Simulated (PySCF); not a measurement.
Stepwise substitution at one centre (Si Br-SH). All species are isolated molecules in the gas phase. One relaxed conformer stands for each flexible species; it need not be the lowest. Strings in code marks are SMILES.

The T1 excitation (TDA) from two functionals at the same geometries (B3LYP-D3(BJ)/def2-TZVP), both in PySCF: PBE-D3(BJ)/def2-TZVP and B3LYP-D3(BJ)/def2-TZVP. B3LYP has the VWN-RPA correlation part, as in Gaussian. Excitations are Tamm–Dancoff values on a coarser integration grid. The basis has no diffuse functions, so Rydberg states are missing or too high.

```tsv
species	B3LYP-D3(BJ)/def2-TZVP (eV)
1 of 4 Br replaced by SH (`S[Si](Br)(Br)Br` (H–S–Si–Br torsion 60°))	4.71
2 of 4 Br replaced by SH	4.86
3 of 4 Br replaced by SH (`S[Si](S)(S)Br`)	4.98
4 of 4 Br replaced by SH	5.18
```

Task: What does PBE-D3(BJ)/def2-TZVP give for each?

Result: 
- 1 of 4 Br replaced by SH (`S[Si](Br)(Br)Br` (H–S–Si–Br torsion 60°)): 4.30
- 2 of 4 Br replaced by SH: 4.46
- 3 of 4 Br replaced by SH (`S[Si](S)(S)Br`): 4.58
- 4 of 4 Br replaced by SH: 4.80
Over these rows, drawn at random from the members with no instability flagged (it was tested for open shells, ions and some series alone), PBE minus B3LYP-D3(BJ): mean -0.40 eV, from -0.42 eV to -0.38 eV.
